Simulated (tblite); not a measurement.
Species: C₇H₉O (doublet state).
SMILES with atom numbers: `[CH2:1]=[CH:2][C:3]1([CH:4]=[CH2:5])[CH2:6][CH:7][O:8]1` (hydrogens: H9, H10 on C1; H11 on C2; H12 on C4; H13, H14 on C5; H15, H16 on C6; H17 on C7)

The geometry is computed with GFN2-xTB (gas phase). This method treats the open shell by occupation alone, without spin polarisation.

Give the optimised bond lengths and angles.

```csv
bond,length (Å)
"C1=C2, C4=C5",1.319
"C2–C3, C3–C4",1.499
C3–C6,1.554
C6–C7,1.490
C7–O8,1.383
C3–O8,1.443
"C1–H9, C5–H14",1.077
"C1–H10, C5–H13",1.076
"C2–H11, C4–H12",1.082
"C6–H15, C6–H16",1.093
C7–H17,1.074
```

Bonds in one row agree within 0.01 Å and their mean is given. A selection of angles:
```csv
angle,degrees
C1–C2–C3,124.1
C2–C3–C4,110.3
C2–C3–C6,114.3
C2–C3–O8,113.7
C6–C3–O8,90.3
C3–C6–C7,83.0
C6–C7–O8,95.4
C3–O8–C7,91.1
```

Dihedral angles: C1–C2–C3–C4 122° (anticlinal); C2–C3–C4–C5 -120° (anticlinal); C2–C3–C6–C7 113° (anticlinal); C3–C6–C7–O8 3° (synperiplanar); C6–C7–O8–C3 -3° (synperiplanar); C2–C3–O8–C7 -114° (anticlinal). The mirror-image conformer, all signs reversed, is as good.

The 4-membered ring C3–C6–C7–O8 has internal angles of 83.0° to 95.4° (sum 360°, against 360° for a flat polygon); it is almost planar, 0.02 Å rms from its mean plane, widest ring torsion 3°. The 6 C–C bonds span 1.319 Å (C1=C2, drawn double) to 1.554 Å (C3–C6, drawn single), a spread of 0.235 Å. The 2 C–O bonds span 1.383 Å (C7–O8, drawn single) to 1.443 Å (C3–O8, drawn single), a spread of 0.060 Å. C7 (carbon bonded to C, O and H) is pyramidal (angles 131.5°, 119.9° and 95.4°, sum 346.8°, 0.26 Å off the plane of its three neighbours). C2 (carbon bonded to 2 C and H) is planar (angles 124.1°, 122.0° and 113.9°, sum 360.0°, 0.00 Å off the plane of its three neighbours). Of the pairs four or more bonds apart, O8···H14 is among the closest relative to their van der Waals radii: 2.48 Å, 91 % of the sum of Bondi's values. C1 (carbon bonded to C and 2 H) is planar (angles 121.8°, 121.0° and 117.2°, sum 360.0°, 0.00 Å off the plane of its three neighbours).

Its GFN2-xTB frequencies are all real (lowest 56 cm⁻¹).

Time: 0.9 s of wall time. Hardware: one thread of an Arm Neoverse V1, shared host with 32 logical CPUs at a one-minute load of 12. This is the geometry optimisation.
